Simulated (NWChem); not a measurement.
# TiCl3, doublet; SMILES [Cl][Ti]([Cl])[Cl]

All runs: NWChem. Pople sets run with spherical d functions. Spin-unrestricted. Geometry: optimised at PBE0/def2-SVP, spin-unrestricted. No stability test was run on the SCF state. Total energies compare along this basis series because the functional is fixed.

| level | basis functions | energy (Ha) | highest occupied level (eV) | lowest empty minus highest occupied level, either spin (eV) |
|---|---|---|---|---|
| B3LYP/STO-3G | 45 | -2206.5091 | -4.05 | 4.10 |
| B3LYP/3-21G | 66 | -2219.5190 | -7.80 | 4.07 |
| B3LYP/6-31G* | 88 | -2230.1921 | -7.47 | 3.92 |
